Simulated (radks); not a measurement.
Charge is removed step by step from the 2s down level of C2+, starting from [He] 2s(up 1, down 1). All-electron calculation, scalar-relativistic Kohn-Sham, PBE, spin-polarised, spherical densities, finite nucleus; Fermi nuclear charge, rms radius 2.4702 fm. Program: a radial shooting solver on a logarithmic mesh with Libxc functionals.

removed (e)  E - E(0) (eV)  eigenvalue (eV)
0                    0.000          -40.379
0.25                10.531          -43.858
0.5                 21.922          -47.253
0.75                34.143          -50.489

The mean slope of the eigenvalue, de/dn, is 13.5 eV per electron.
